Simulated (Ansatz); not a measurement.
Cost and result for the atomization energy of C$_{4}$H$_{10}$Si, SMILES `C=C([SiH3])CC` (15 atoms, 14 bonds).

Z-matrix (Å, degrees):
```
Si
C 1 1.871
H 1 1.489 2 112.1
H 1 1.490 2 110.1 3 119.2
H 1 1.486 2 109.2 3 -120.5
C 2 1.504 1 119.7 3 -67.1
C 2 1.333 1 118.8 3 113.4
C 6 1.524 2 113.3 1 62.2
H 6 1.097 2 109.0 1 -59.1
H 6 1.095 2 109.1 1 -175.1
H 7 1.089 2 121.4 1 179.5
H 7 1.085 2 122.3 1 -0.3
H 8 1.092 6 110.9 2 59.0
H 8 1.092 6 110.8 2 179.2
H 8 1.093 6 111.6 2 -60.9
```

Charge 0, multiplicity 1. All single points use the PBE0-D4/def2-TZVP geometry. It is one conformer, not always the lowest. Program: Ansatz. All runs use 4 threads of an Intel Xeon Platinum 8488C on a shared host. Times are those of one run each, without the atoms' runs, and a repeat can differ threefold. Electronic energies, without spin–orbit coupling; frozen cores. CCSD(T)/CBS adds CCSD(T) − MP2 in def2-TZVPP to the MP2 limit, and its time is that of the two runs behind it. T1 = 0.011. HSE06 is the plane-wave form, built on full-range PBE exchange.

CCSD(T)/CBS is a level of theory with its own doubt, some kJ/mol a heavy atom from the limit and from the frozen cores, so smaller differences don't rank the functionals.

| level | functions | wall time | atomization (kJ/mol) | difference from CCSD(T)/CBS | per bond |
| --- | --- | --- | --- | --- | --- |
| PBE-D4/def2-TZVPP (with forces) | 306 | 2.2 s | 5781.4 | 74.1 | 5.3 |
| BHLYP-D4/def2-TZVPP | 306 | 2.7 s | 5606.8 | -100.5 | -7.2 |
| HSE06-D4/def2-TZVPP | 306 | 2.8 s | 5729.8 | 22.5 | 1.6 |
| CAM-B3LYP-D4/def2-TZVPP | 306 | 3.1 s | 5733.6 | 26.3 | 1.9 |
| r2SCAN-D4/def2-TZVPP (with forces) | 306 | 3.4 s | 5715.3 | 8.0 | 0.6 |
| r2SCANh-D4/def2-TZVPP | 306 | 3.8 s | 5695.8 | -11.5 | -0.8 |
| CCSD(T)/def2-SVP | 124 | 5 s | 5473.8 | -233.5 | -16.7 |
| PBE-QIDH/def2-TZVPP | 306 | 5.5 s | 5689.4 | -17.9 | -1.3 |
| ωB97X-V/def2-TZVPP | 306 | 6 s | 5718.3 | 11.0 | 0.8 |
| ωB97M-V/def2-TZVPP (with forces) | 306 | 8.5 s | 5720.0 | 12.7 | 0.9 |
| MP2/def2-QZVPP | 598 | 26 s | 5693.0 | -14.3 | -1.0 |
| CCSD(T)/def2-TZVPP | 306 | 6 min | 5585.8 | -121.5 | -8.7 |
| CCSD(T)/CBS(def2) | – | 6.5 min | 5707.3 | 0.0 | 0.0 |

At CCSD(T), def2-SVP lies −233.5 kJ/mol from the extrapolated value and def2-TZVPP −121.5 kJ/mol: correlation converges slowly with the basis, and small sets miss more of it in the bonded molecule than in its fragments. In def2-TZVPP, CCSD(T) changes the Hartree–Fock value by +1243.6 kJ/mol (the triples alone add +66.6 kJ/mol) and MP2 by +1279.2 kJ/mol; breaking electron pairs costs correlation energy, which Hartree–Fock lacks. From r2SCAN to r2SCAN0 (25 % exact exchange), in def2-TZVPP and without D4, the atomization energy moves by −48.0 kJ/mol: exact exchange takes away binding that semilocal exchange gives to molecules.
